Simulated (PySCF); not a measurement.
C3H8CdO (SMILES C[CH](C)[Cd][OH]), singlet, at a GFN2-xTB geometry (such geometries of metal compounds can be far from the true shape) (core potentials on Cd); DF-CAMB3LYP/def2-TZVPPD (PySCF).

Input for PySCF:
```python
from pyscf import gto, scf, dft

mol = gto.M(
    atom='''
Cd   -0.29537601    0.65385631    0.20094842
C    -0.24237471   -1.11512030   -1.09175108
C    -0.42665542   -2.32108769   -0.17726007
C     1.13898307   -1.13452949   -1.73679718
H    -1.01373993   -1.11826195   -1.86852440
H    -0.26573425   -3.24933769   -0.73359011
H     0.29774055   -2.29451604    0.64248736
H    -1.43604914   -2.35152059    0.24131376
H     1.25902378   -0.30899232   -2.44325631
H     1.29087615   -2.06962165   -2.28413431
H     1.91949919   -1.06542578   -0.97295120
O     1.03668783    0.85800806    1.69355051
H     1.01321197    1.63293374    2.25957725
''',
    basis='def2-tzvppd',
    ecp={'Cd': 'def2-tzvppd'},
    verbose=4,
    max_memory=1800,
)

mf = dft.RKS(mol)
mf.xc = 'camb3lyp'
mf = mf.density_fit(auxbasis='def2-universal-jkfit')
mf.kernel()
```

Question: Predict the main parts of the log of this PySCF run.

Answer: 
```
PySCF version 2.14.0

[INPUT] verbose = 4
[INPUT] num. atoms = 13
[INPUT] num. electrons = 54
[INPUT] charge = 0
[INPUT] spin (= nelec alpha-beta = 2S) = 0
[INPUT] symmetry False subgroup None
[INPUT] Mole.unit = angstrom
[INPUT] Symbol           X                Y                Z      unit          X                Y                Z       unit  Magmom
[...]
nuclear repulsion = 249.508822732122
number of shells = 125
number of NR pGTOs = 444
number of NR cGTOs = 343
basis = def2-tzvppd
ecp = {'Cd': 'def2-tzvppd'}

******** <class 'pyscf.df.df_jk.DFRKS'> ********
method = DFRKS
initial guess = minao
damping factor = 0
level_shift factor = 0
DIIS = <class 'pyscf.scf.diis.CDIIS'>
diis_start_cycle = 1
diis_space = 8
diis_damp = 0
SCF conv_tol = 1e-09
SCF conv_tol_grad = None
SCF max_cycles = 50
direct_scf = False
XC library pyscf.dft.libxc version 7.1.2
    S. Lehtola, C. Steigemann, M. J. T. Oliveira, and M. A. L. Marques,  SoftwareX 7, 1–5 (2018)
XC functionals = camb3lyp
    T. Yanai, D. P. Tew, and N. C. Handy,  Chem. Phys. Lett. 393, 51 (2004)
radial grids:
    Treutler-Ahlrichs [JCP 102, 346 (1995); DOI:10.1063/1.469408] (M4) radial grids

becke partition: Becke, JCP 88, 2547 (1988); DOI:10.1063/1.454033
pruning grids: <function nwchem_prune>
grids dens level: 3
symmetrized grids: False
atomic radii adjust function: <function treutler_atomic_radii_adjust>
small_rho_cutoff = 0
Set gradient conv threshold to 3.16228e-05
Initial guess from minao.
tot grids = 157296
******** <class 'pyscf.df.df.DF'> ********
auxbasis = def2-universal-jkfit
Create RSH-DF object <pyscf.df.df.DF object> for omega=0.33
******** <class 'pyscf.df.df.DF'> ********
auxbasis = auxmol.basis = def2-universal-jkfit
init E= -349.817113728967
[...]
cycle= 1 E= -360.121727039254  delta_E= -10.3  |g|= 3.47  |ddm|= 19.9
[...]
cycle= 2 E= -322.281259635944  delta_E= 37.8  |g|= 8.23  |ddm|=  394
[...]
cycle= 3 E= -360.647228117508  delta_E= -38.4  |g|= 2.19  |ddm|=  394
[...]
cycle= 4 E= -361.76517174197  delta_E= -1.12  |g|= 1.23  |ddm|= 12.9
[...]
cycle= 5 E= -362.014321153904  delta_E= -0.249  |g|= 0.444  |ddm|= 3.21
[...]
cycle= 6 E= -362.040040698488  delta_E= -0.0257  |g|= 0.219  |ddm|= 0.61
[...]
cycle= 7 E= -362.047201083216  delta_E= -0.00716  |g|= 0.0516  |ddm|= 0.372
[...]
cycle= 8 E= -362.047735230106  delta_E= -0.000534  |g|= 0.0111  |ddm|= 0.103
[...]
cycle= 9 E= -362.0477824599  delta_E= -4.72e-05  |g|= 0.00891  |ddm|= 0.0364
[...]
cycle= 10 E= -362.047803551476  delta_E= -2.11e-05  |g|= 0.0022  |ddm|= 0.0193
[...]
cycle= 11 E= -362.047805610236  delta_E= -2.06e-06  |g|= 0.000474  |ddm|= 0.0114
[...]
cycle= 12 E= -362.047805698968  delta_E= -8.87e-08  |g|= 0.000163  |ddm|= 0.00175
[...]
cycle= 13 E= -362.047805706947  delta_E= -7.98e-09  |g|= 5.86e-05  |ddm|= 0.000598
[...]
cycle= 14 E= -362.047805709091  delta_E= -2.14e-09  |g|= 8.71e-06  |ddm|= 0.000306
[...]
cycle= 15 E= -362.04780570915  delta_E= -5.92e-11  |g|= 2.94e-06  |ddm|= 6.03e-05
[...]
Extra cycle  E= -362.047805709152  delta_E= -2.16e-12  |g|= 1.84e-06  |ddm|= 1.32e-05
converged SCF energy = -362.047805709152
```
